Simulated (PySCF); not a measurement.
# ClBr₂⁺, singlet: molecular constants

Method: PBE0/[Cl def2-TZVP, Br def2-TZVP], no relativity, density fitting, PySCF.

The structure is a minimum.

```xyz
3
charge 1 multiplicity 1, angstrom
Cl    0.9924    0.0000    0.0000
Br   -0.2199   -1.7679    0.0000
Br   -0.2199    1.7679    0.0000
```

```
Point group                                                                   : C2v
Bond lengths                                                                  : Cl–Br 2.144 Å (×2)
Bond angles                                                                   : Br–Cl–Br 111.1°
Lowest empty level                                                            : -10.58 eV
Principal polarisabilities                                                    : 30.3, 39.8, 84.7 bohr³
Zero-point energy                                                             : 5.5 kJ/mol
Principal quadrupole moments (Buckingham, traceless) about the centre of mass : -11.91, -3.89, 15.80 D Å
Entropy at 298.15 K and 1 bar                                                 : 305.6 J/(mol K)
Heat capacity Cp at 298.15 K                                                  : 53.7 J/(mol K)
Highest occupied level                                                        : -14.37 eV
Rotational symmetry number                                                    : 2
Rotational constants                                                          : 0.4007, 0.03417, 0.03149 cm⁻¹
Enthalpy at 298.15 K above 0 K                                                : 13.36 kJ/mol
Dipole moment about the centre of mass                                        : 0.67 D
```

Harmonic modes (masses in u: Cl 34.969, Br 78.918):
```
symmetry  ω (cm⁻¹)  IR (km/mol)  μ (u)
      a1       123          0.5  64.61
      a1       385          0.2  43.66
      b2       413         21.6  40.51
```

In C2v the vibrations span 2a1 + b2. Here b1 is antisymmetric to the molecular plane and b2 lies in it.

Charges (e):
```json
{"atom": "Cl1", "Mulliken": "0.36", "Löwdin": "0.47", "polar tensor": "0.52", "Mayer order to Cl1": "–"}
{"atom": "Br2,3", "Mulliken": "0.32", "Löwdin": "0.26", "polar tensor": "0.24", "Mayer order to Cl1": "1.05"}
```

Mulliken populations on Cl1: s 5.94, p 10.51, d 0.18, f 0.01.

Outer orbital energies (eV). occupied: -26.99, -20.42, -19.53, -18.74, -15.47, -15.34, -15.10, -14.37; empty: -10.58, -9.57, -1.62, -1.04.

Counting electrons, chlorine keeps 4 of its valence electrons outside its bonds, so the VSEPR class is AX2E2 and the expected shape is bent (C2v), as computed.

Only a few start shapes were tried, so a lower isomer may exist.

The final relaxation and frequency run took 39 s on 4 threads of a shared Arm Neoverse N1 host, with 133 basis functions and 8 gradients; the process peaked at 1.1 GiB.
